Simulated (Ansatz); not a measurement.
Reaction (ligand exchange at the Hf–S bond): `[F][Hf]([F])([SH])[SH]` + HCl → `[F][Hf]([F])([SH])[Cl]` + H₂S

Gas-phase electronic energies from Ansatz, PBE0-D4/def2-TZVP geometries. CCSD(T)/CBS is the MP2 limit (def2-TZVPP, def2-QZVPP) plus CCSD(T) − MP2 in def2-TZVPP, frozen cores. This one scheme is used for every species. DFT in def2-TZVPP. B3LYP here is the variant with VWN-RPA as its local correlation; programs differ in this. HSE06 is defined as in plane-wave codes. Elements past krypton have def2 core potentials. For Hf outer-core shells are correlated without core-valence functions, which leaves a few kJ/mol of doubt a bond. One conformer a species, not always the lowest.

| level | ΔE (kJ/mol) | difference from CCSD(T)/CBS |
| --- | --- | --- |
| LDA (SPW92) | -62.7 | 5.0 |
| revPBE-D4 | -64.4 | 3.3 |
| BLYP-D4 | -68.4 | -0.7 |
| r2SCAN-D4 | -69.1 | -1.4 |
| B97M-V | -71.5 | -3.8 |
| PBE0-D4 | -66.2 | 1.5 |
| B3LYP-D4 | -70.0 | -2.3 |
| r2SCANh-D4 | -69.3 | -1.6 |
| r2SCAN0-D4 | -69.7 | -2.0 |
| BHLYP-D4 | -73.0 | -5.3 |
| CAM-B3LYP-D4 | -72.4 | -4.7 |
| ωB97M-V | -70.2 | -2.5 |
| B2PLYP | -70.4 | -2.7 |
| PBE-QIDH | -67.8 | -0.1 |
| PBE | -65.4 | 2.3 |
| revPBE | -66.4 | 1.3 |
| BLYP | -70.9 | -3.2 |
| r2SCAN | -69.5 | -1.8 |
| PBE0 | -67.5 | 0.2 |
| B3LYP | -72.2 | -4.5 |
| r2SCANh | -69.8 | -2.1 |
| r2SCAN0 | -70.2 | -2.5 |
| HSE06 | -67.4 | 0.3 |
| BHLYP | -75.4 | -7.7 |
| CAM-B3LYP | -73.8 | -6.1 |
| LC-ωPBE | -70.3 | -2.6 |
| RPA@PBE/def2-TZVPP | -65.3 | 2.4 |
| HF/def2-SVP | -86.3 | -18.6 |
| MP2/def2-SVP | -73.7 | -6.0 |
| CCSD/def2-SVP | -76.4 | -8.7 |
| CCSD(T)/def2-SVP | -74.7 | -7.0 |
| MP2/def2-TZVPP | -65.8 | 1.9 |
| SCS-MP2/def2-TZVPP | -68.6 | -0.9 |
| CCSD/def2-TZVPP | -68.7 | -1.0 |
| CCSD(T)/def2-TZVPP | -66.3 | 1.4 |
| MP2/def2-QZVPP | -66.8 | 0.9 |
| SCS-MP2/def2-QZVPP | -69.5 | -1.8 |
| HF/CBS(def2) | -81.8 | -14.1 |
| MP2/CBS(def2) | -67.2 | 0.5 |
| CCSD/CBS(def2) | -70.1 | -2.4 |
| CCSD(T)/CBS | -67.7 | 0 |

Largest T1 diagnostic among the species: 0.016.

From BLYP to BHLYP (50 % exact exchange), in def2-TZVPP and without D4, ΔE moves by −4.5 kJ/mol. At CCSD(T), def2-SVP lies −7.0 kJ/mol from the extrapolated value and def2-TZVPP +1.4 kJ/mol.
